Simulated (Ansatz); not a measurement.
Calculated with Ansatz (gas phase, PBE0-D4/def2-TZVP geometries, no zero-point term in ΔE). CBS: MP2 limit from def2 TZ/QZ plus the TZ coupled-cluster correction, frozen cores. This one scheme is used for every species, atoms too. Functionals use def2-TZVPP. Open shells (•) are unrestricted, without spin–orbit coupling. Spin–orbit coupling would lower the free atoms: a little for C, S; clearly for Ga. Bonds to Ga are less sure, by a few kJ/mol each and by 10 to 20 or more in all where they break to atoms, as the def2 sets lack core-valence functions. Scalar relativity is left out up to krypton.

`C[S][GaH2]` → C• + Ga• + 5 H• + S•  (atomization)

```tsv
level	ΔE (eV)	difference from CCSD(T)/CBS
LDA (SPW92)	28.66	3.27
r2SCAN-D4	25.46	0.07
PBE0-D4	25.27	-0.12
B2PLYP	24.94	-0.45
PBE0	25.13	-0.26
MP2/def2-SVP	23.90	-1.49
MP2/def2-TZVPP	24.92	-0.47
SCS-MP2/def2-TZVPP	24.93	-0.46
CCSD(T)/def2-TZVPP	24.85	-0.54
CCSD/def2-QZVPP	24.84	-0.55
CCSD(T)/CBS	25.39	0
```

Largest T1 diagnostic among the species: 0.013.

From r2SCAN to r2SCAN0 (25 % exact exchange), in def2-TZVPP and without D4, ΔE moves by −0.27 eV: exact exchange takes away binding that semilocal exchange gives to molecules. In def2-TZVPP, CCSD(T) changes the Hartree–Fock value by +6.14 eV (the triples alone add +0.33 eV) and MP2 by +6.21 eV; breaking electron pairs costs correlation energy, which Hartree–Fock lacks.

For atomizations the MP2-based limit and the directly extrapolated one differ by several kJ/mol either way, and by 10 to 25 for some Ge, Se and Sn compounds, so smaller differences from it don't rank the levels.
